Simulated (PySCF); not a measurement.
Compound: BH8NSi2.
SMILES: `BN([SiH3])[SiH3]`

The closed-shell SCF was solved with PySCF and density fitting under several settings on one GFN2-xTB geometry (grid level 2 and gas phase unless stated).

```tsv
settings	basis functions	SCF cycles	E (Eh)	HOMO (eV)	LUMO (eV)	dipole (D)
PBE0/pcSseg-1	122	12	-663.0558	-8.46	-0.21	1.09
wB97X-D/def2-SVPD	152	12	-663.1736	-10.30	1.56	0.98
```

Estimate the rows for these settings: (1) B97-2/pcSseg-1, IEF-PCM dichloromethane, grid level 3, level shift 0.1 Eh; (2) HSE06/def2-SVPD, IEF-PCM methanol, energy threshold 1e-07 Eh; (3) PBE0/def2-SVPD, fitting basis def2-qzvpp-jkfit.

```
                                                                 settings  basis functions  SCF cycles     E (Eh)  HOMO (eV)  LUMO (eV)  dipole (D)
B97-2/pcSseg-1, IEF-PCM dichloromethane, grid level 3, level shift 0.1 Eh              122           9  -663.4094      -8.10      -0.18        1.34
             HSE06/def2-SVPD, IEF-PCM methanol, energy threshold 1e-07 Eh              152           7  -662.8871      -7.94      -0.71        1.34
                           PBE0/def2-SVPD, fitting basis def2-qzvpp-jkfit              152           8  -662.8484      -8.45      -0.34        1.03
```

Over all rows, what range does the HOMO–LUMO gap span?

From 7.23 eV (HSE06/def2-SVPD, IEF-PCM methanol, energy threshold 1e-07 Eh) to 11.86 eV (wB97X-D/def2-SVPD). The functional of the narrowest has 25 % exact exchange at short range alone, that of the widest range-separated exact exchange.

And the dipole moment?

From 0.98 D to 1.34 D; the largest is 1.37 times the smallest, and the median is 1.09 D.

Compare two rows with the functional PBE0: PBE0/pcSseg-1 and PBE0/def2-SVPD, fitting basis def2-qzvpp-jkfit. Which energy is lower, and by how much?

PBE0/pcSseg-1 (122 functions) lies 0.2074 Eh or 130 kcal/mol below PBE0/def2-SVPD, fitting basis def2-qzvpp-jkfit (152 functions). The smaller set gives the lower energy; the two sets aren't nested, so the variational bound doesn't order them by size.

wB97X-D ran without the empirical dispersion term, which would shift the total energy alone. Cycle counts include a coarse-grid stage where the run had one. The species at its GFN2-xTB geometry.
